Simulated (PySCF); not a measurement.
**29Si chemical shifts**

- GFN2-xTB structure
- shieldings: GIAO PBE0/pcSseg-1
- run in PySCF 2.14.0 with density-fitted response routines
- relativity neglected, a single conformation, fast rotation and ring inversion assumed for equivalent nuclei, no solvent

Shieldings were converted by a linear fit to measured shifts: 29Si (scatter 8.9 ppm rms, 25.8 ppm with the 6 outliers that the fit left out vs TMS, solution or neat liquid). Occasional misses reach two or three times the rms, and more in compound classes unlike the fitted ones.

Task: Give the 29Si shifts of `O=C1[SiH2][SiH2][SiH2][C@@H]1C1CC1`, `CSC([SiH3])([SiH3])[SiH2]OC=O`.

Result: 
| compound | environment | δ (ppm) |
| --- | --- | --- |
| [O:1]=[C:2]1[SiH2:3][SiH2:4][SiH2:5][C@@H:6]1[CH:7]1[CH2:8][CH2:9]1 | Si5: silicon bonded to C, Si, 2 H, in a 5-membered ring | -71.3 |
| [O:1]=[C:2]1[SiH2:3][SiH2:4][SiH2:5][C@@H:6]1[CH:7]1[CH2:8][CH2:9]1 | Si3: silicon bonded to C, Si, 2 H, in a 5-membered ring | -92.4 |
| [O:1]=[C:2]1[SiH2:3][SiH2:4][SiH2:5][C@@H:6]1[CH:7]1[CH2:8][CH2:9]1 | Si4: silicon bonded to 2 Si, 2 H, in a 5-membered ring | -116.5 |
| [CH3:1][S:2][C:3]([SiH3:4])([SiH3:5])[SiH2:6][O:7][CH:8]=[O:9] | Si6: silicon bonded to C, O, 2 H | -22.6 |
| [CH3:1][S:2][C:3]([SiH3:4])([SiH3:5])[SiH2:6][O:7][CH:8]=[O:9] | Si4/5: silicon bonded to C, 3 H (×2) | -61.2 |

Task: Order these by 29Si shift, lowest first.
A. CCOS(=O)(=O)C[SiH3]
B. C[Si](C)(C)C(F)F
C. CCN(C[SiH3])C(C)=O
D. C[SiH2]NCC1COC1
E. CC[C@@H]1CCO[Si@H]1N

Result: C (-78.0 ppm, silicon bonded to C, 3 H), A (-69.4 ppm, silicon bonded to C, 3 H), D (-35.1 ppm, silicon bonded to C, N, 2 H), B (-8.1 ppm, silicon bonded to 4 C), E (0.4 ppm, silicon bonded to C, N, O, H, in a 5-membered ring).
